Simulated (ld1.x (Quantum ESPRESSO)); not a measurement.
**Which change was made? (O, ultrasoft)**

```json
{
  "Element": "O",
  "Generator": "ld1.x (Quantum ESPRESSO) 7.5",
  "Type": "ultrasoft",
  "Functional": "LDA (PZ)",
  "Relativity": "non-relativistic",
  "Frozen core": "[He]",
  "Valence charge": "6",
  "Reference configuration": "2s1.5 2p4.5",
  "Partial waves": "2s (bound): rcut 0.60, rcutus 0.80 bohr; 2s channel at 1.15 Ry: rcut 0.60, rcutus 0.80 bohr; 2p (bound): rcut 1.15, rcutus 1.45 bohr; 2p channel at 0.05 Ry: rcut 1.15, rcutus 1.45 bohr; 3d channel at -0.1 Ry: rcut 1.30, rcutus 1.50 bohr; 3d channel at 0.75 Ry: rcut 1.30, rcutus 1.50 bohr",
  "Local potential": "all-electron potential smoothed inside 0.70 bohr (lloc = -2)",
  "Core correction": "none",
  "Augmentation charge": "PSQ, radius 0.45 bohr"
}
```

Cutoffs, loose and tight: the cutoffs (Ry, on a coarse ladder) from which the occupation-weighted sum of valence levels, in a spherical-Bessel basis at the reference potential, stays within 10 and 1 mRy of its value at 400 Ry. They do not see the model core or the augmentation charge, which bear on the density cutoff. Test errors are all-electron minus pseudo excitation energies from the reference, over the configurations 2s2 2p4; 2s2 2p3; 2s2 2p2; 2s1 2p4; 2s2 2p3.5; 2s1 2p5; 2s2 2p4.3 (two spin-polarised tests are not counted in the largest error); variants that change the core or the reference have their own tests.

The base gives: outcome: generated, overlap not positive; bound ghosts: not determined (overlap not positive); largest test error (meV): +69.

Q: After one change the result is: outcome: generated, overlap not positive; bound ghosts: not determined (overlap not positive); largest test error (meV): +51. Which change was it?
A. type PAW; waves now 2s (bound): rcut 0.60, rcutus 0.80 bohr; 2s channel at 1.15 Ry: rcut 0.60, rcutus 0.80 bohr; 2p (bound): rcut 1.15, rcutus 1.45 bohr; 2p channel at 0.05 Ry: rcut 1.15, rcutus 1.45 bohr; 3d channel at -0.1 Ry: rcut 1.30, rcutus 1.50 bohr; local potential all-electron potential smoothed inside 1.30 bohr (lloc = -1); core correction a·sin(br)/r model core, default radius (ld1.x builds one for every PAW set, though the input has nlcc=.false.); augmentation PSQ, inside the norm-conserving radii
B. local potential all-electron potential smoothed inside 1.08 bohr (lloc = -2)
C. core correction a·sin(br)/r model core inside 0.60 bohr

A: C. The others give: local potential all-electron potential smoothed inside 1.08 bohr (lloc = -2) → outcome: generated; cutoff, loose: 45 Ry; cutoff, tight: 70 Ry; bound ghosts: none; largest test error (meV): +70 | type PAW; waves now 2s (bound): rcut 0.60, rcutus 0.80 bohr; 2s channel at 1.15 Ry: rcut 0.60, rcutus 0.80 bohr; 2p (bound): rcut 1.15, rcutus 1.45 bohr; 2p channel at 0.05 Ry: rcut 1.15, rcutus 1.45 bohr; 3d channel at -0.1 Ry: rcut 1.30, rcutus 1.50 bohr; local potential all-electron potential smoothed inside 1.30 bohr (lloc = -1); core correction a·sin(br)/r model core, default radius (ld1.x builds one for every PAW set, though the input has nlcc=.false.); augmentation PSQ, inside the norm-conserving radii → outcome: generated; cutoff, loose: 45 Ry; cutoff, tight: 70 Ry; bound ghosts: none; largest test error (meV): +0.7. A file whose overlap is not positive is unfit for use, and its test errors describe a broken file.
